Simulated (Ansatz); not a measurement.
A run for Ansatz (a quantum-chemistry and plane-wave program): R-CAM-B3LYP/def2-TZVPPD on C2H7F (a complex). Files ending in .json are basis or fitting sets from the Basis Set Exchange.

Ansatz 0.2 input:
```yaml
crystal:
  periodic: [false, false, false]
  atoms:
    - {symbol: F, position_ang: [-0.05706465, 0.51311197, -0.03906524]}
    - {symbol: H, position_ang: [-0.42475143, 0.50043473, 0.81296299]}
    - {symbol: C, position_ang: [0.80316508, -0.29005744, 3.42419510]}
    - {symbol: C, position_ang: [-0.59961124, 0.21313293, 3.09576374]}
    - {symbol: H, position_ang: [1.42226578, -0.35342240, 2.52784708]}
    - {symbol: H, position_ang: [0.76831973, -1.28334221, 3.87427505]}
    - {symbol: H, position_ang: [1.30455867, 0.37670174, 4.12736326]}
    - {symbol: H, position_ang: [-0.57134357, 1.21810347, 2.66177035]}
    - {symbol: H, position_ang: [-1.22687470, 0.28066300, 3.98597742]}
    - {symbol: H, position_ang: [-1.11484210, -0.46376084, 2.40622697]}
basis:
  gaussian:
    orbitals: def2-TZVPPD.json
hamiltonian:
  xc: {name: CAM-B3LYP}
scf: {lower_state_search: off}
```

Output:

```
WARN ansatz: RAYON_NUM_THREADS=1 ignored (pool sized by the plan → 1); use --threads N
Functional definition: CAM-B3LYP
these checks for a lower state are left out or cut short: stability, starts, cluster_reference, orbital_swaps, neighbouring_geometries, increment
integrals: 0.13 GiB planned
958 factors; their error is unknown
integrals: 0.16 GiB planned
346 factors; integrals over basis functions are off by at most 3.6e-5 eV
mean field: 1.32 GiB planned
mean field evaluation 1: about -4899.6777 eV, gradient 5.5e1 eV
mean field evaluation 2: about -4899.6961 eV, gradient 5.8e1 eV
mean field evaluation 4: about -4905.6566 eV, gradient 2.0e0 eV
mean field evaluation 8: about -4905.6644 eV, gradient 3.0e-2 eV
mean field evaluation 16: about -4905.6458 eV, gradient 1.2e-5 eV
mean field -4905.64578455 eV, -180.2791574159 hartree, gradient 2.3e-6 eV, S^2 0.000000; 0 other end points of the search recorded, 0 dependent functions left out
reference -4905.64592299 eV, -180.2791625036 hartree; 14, 14 occupied and 219, 219 virtual orbitals, 958 factors
Total energy: -4905.64592299 eV, -180.2791625036 hartree
Checks for a lower state left out: stability, starts, cluster_reference, orbital_swaps, neighbouring_geometries, increment
```

The calculation finished and met its thresholds.

Cost: very roughly 5 core-seconds.
